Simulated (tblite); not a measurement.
C7H8NO (doublet state).
Atom-mapped SMILES: `[O:1]=[CH:2][NH:3][C@:4]12[C@@H:5]3[CH:6][C@H:7]1[CH2:8][C@H:9]23` (hydrogens: H10 on C2; H11 on N3; H12 on C5; H13 on C6; H14 on C7; H15, H16 on C8; H17 on C9)

Computed geometry: GFN2-xTB, gas phase. This method treats the open shell by occupation alone, without spin polarisation.

Task: What internal coordinates does the optimisation give?

Result: 
```tsv
bond	length (Å)	order
O1=C2	1.205	double
C2–N3	1.358	single
N3–C4	1.398	single
C4–C5	1.558	single
C5–C6	1.460	single
C6–C7	1.510	single
C7–C8	1.542	single
C8–C9	1.521	single
C4–C7	1.558	single
C4–C9	1.491	single
C5–C9	1.528	single
C2–H10	1.105	single
N3–H11	1.009	single
C5–H12	1.075	single
C6–H13	1.073	single
C7–H14	1.084	single
C8–H15	1.089	single
C8–H16	1.088	single
C9–H17	1.075	single
```

Orders are formal, as drawn. A selection of angles:
```tsv
angle	degrees
O1–C2–N3	125.2
O1–C2–H10	123.4
N3–C2–H10	111.4
C2–N3–C4	123.2
C2–N3–H11	119.9
C4–N3–H11	116.5
N3–C4–C5	130.5
N3–C4–C7	132.7
N3–C4–C9	135.5
C5–C4–C7	85.0
C5–C4–C9	60.1
C7–C4–C9	86.3
C4–C5–C6	88.9
C4–C5–C9	57.8
C4–C5–H12	128.3
C6–C5–C9	106.7
C6–C5–H12	129.3
C9–C5–H12	121.6
C5–C6–C7	90.2
C5–C6–H13	124.9
C7–C6–H13	125.6
C6–C7–C8	102.6
C6–C7–H14	122.3
C8–C7–H14	121.3
C4–C7–C6	87.1
C4–C7–C8	88.3
C4–C7–H14	126.2
C7–C8–C9	85.8
C7–C8–H15	115.9
C7–C8–H16	113.3
C9–C8–H15	117.1
C9–C8–H16	112.2
H15–C8–H16	110.6
C8–C9–H17	128.0
C4–C9–C8	91.6
C4–C9–C5	62.1
C4–C9–H17	127.4
C5–C9–C8	106.4
C5–C9–H17	121.2
```

Torsions: O1–C2–N3–C4 -4° (synperiplanar); C2–N3–C4–C5 -50° (synclinal); N3–C4–C5–C6 -123° (anticlinal); C4–C5–C6–C7 -23° (synperiplanar); C5–C6–C7–C8 -65° (synclinal); C6–C7–C8–C9 66° (synclinal); C7–C8–C9–C4 22° (synperiplanar); N3–C4–C7–C6 122° (anticlinal); N3–C4–C9–C8 133° (anticlinal); C4–C5–C9–C8 83° (synclinal).

The 4-membered ring C4–C5–C6–C7 has internal angles of 85.0° to 90.2° (sum 351°, against 360° for a flat polygon); it is puckered, 0.15 Å rms from its mean plane, widest ring torsion 23°. The C–C distances run from 1.460 Å (C5–C6, drawn single) to 1.558 Å (C4–C5, drawn single), a spread of 0.098 Å. The 3-membered ring C4–C5–C9 has internal angles of 57.8° to 62.1°. N3 (nitrogen bonded to 2 C and H) is planar (angles 123.2°, 119.9° and 116.5°, sum 359.5°, 0.05 Å off the plane of its three neighbours). C2 (carbon bonded to N, O and H) is planar (angles 125.2°, 123.4° and 111.4°, sum 360.0°, 0.00 Å off the plane of its three neighbours). Of the pairs four or more bonds apart, O1···C9 is among the closest relative to their van der Waals radii: 3.15 Å, 98 % of the sum of Bondi's values. C6 (carbon bonded to 2 C and H) is pyramidal (angles 125.6°, 124.9° and 90.2°, sum 340.6°, 0.32 Å off the plane of its three neighbours).

Point group: C1 (no symmetry element, even within 0.4 Å). Its GFN2-xTB frequencies are all real (lowest 22 cm⁻¹). 3 starts were optimised and ended at 0.00, 0.29 and 0.29 kcal/mol (GFN2-xTB); the lowest of these is shown.

One conformer stands for the species.
